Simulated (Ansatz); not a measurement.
`C[S][Al]([F])[Cl]`, relaxed with RKS PBE0-D4/def2-TZVP in Ansatz 0.2.0 from a PBE-D4/def2-SVP geometry. The force threshold is 0.005 eV/Å; the program also tests the step.

Charge 0, multiplicity 1.

Start:

```xyz
8

C     0.219    1.364    0.164
S    -1.014    0.229    0.963
Al   -0.337   -1.610   -0.007
F     0.921   -2.513    0.626
Cl   -1.149   -2.340   -1.803
H     1.256    1.130    0.471
H     0.134    1.361   -0.940
H    -0.030    2.380    0.526
```

Question: How much energy does the relaxation release, and in how many steps? (An estimate is asked.)

Answer: Computed: 6.98 kcal/mol, in 35 steps, 4 of them rejected.

Question: Which bonds change most? (Best estimate.)

Answer: Ansatz gave: S2–Al3 from 2.186 to 2.145 Å; Al3–F4 from 1.674 to 1.644 Å; C1–S2 from 1.857 to 1.828 Å; Al3–Cl5 from 2.102 to 2.075 Å.

Question: Give the relaxed structure. (An estimate is asked.)

Answer: The calculation gave: 
```xyz
8

C     0.305    1.381    0.237
S    -1.151    0.455   -0.363
Al   -0.420   -1.561   -0.294
F     1.115   -1.848    0.219
Cl   -1.610   -3.163   -0.864
H     1.140    0.723    0.471
H     0.606    2.084   -0.538
H     0.016    1.929    1.132
```
